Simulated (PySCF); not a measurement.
Be(Me)(Et) (C₃H₈Be), SMILES [CH3][Be][CH2]C.

Geometry: PBE-D3(BJ)/def2-SVP. The structure was generated by enumeration; whether it is a known compound was not checked. The values are those of a single conformer.

Computed with PySCF with CAM-B3LYP/def2-TZVP.

The molecule is in vacuum.

The total energy is -133.83435 hartree and the highest occupied level comes out as -8.99 eV. The lowest empty level is 0.60 eV and the orbital gap is 9.59 eV. The dipole moment comes out as 0.15 D and the quadrupole, principal values (traceless, Buckingham form, about the centre of nuclear charge) is -4.50, 1.82, 2.68 D·Å. The mean static polarisability comes out as 52.2 bohr³ (7.73 Å³) and the polarisability, principal values is 47.3, 49.6, 59.6 bohr³.
